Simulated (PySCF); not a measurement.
In(OH)2(OSiH3) (H5InO3Si), SMILES [OH][In]([OH])[O][SiH3]. Heavy atoms are numbered as in [In:1]([OH:2])([OH:4])[O:6][SiH3:7]. Hydrogens are named by the atom that carries them.

Geometry: PBE0-D3(BJ)/def2-SVP. The def2 effective core potentials stand for the cores of In; spin–orbit coupling is left out. Other conformers were not sampled.

The numbers are results of PBE/def2-TZVP run with PySCF, not measurements.

ESP charges are fitted to the potential on shells at 1.4 to 2.0 van der Waals radii. Atomic charges (e), one atom of each kind:

```csv
atom,Löwdin,ESP fit
In1,0.39,0.97
O2 (OH),-0.27,-0.68
H on O2,0.16,0.35
O6,-0.14,-0.39
Si7 (SiH3),0.10,0.31
H on Si7,-0.04,-0.08
```
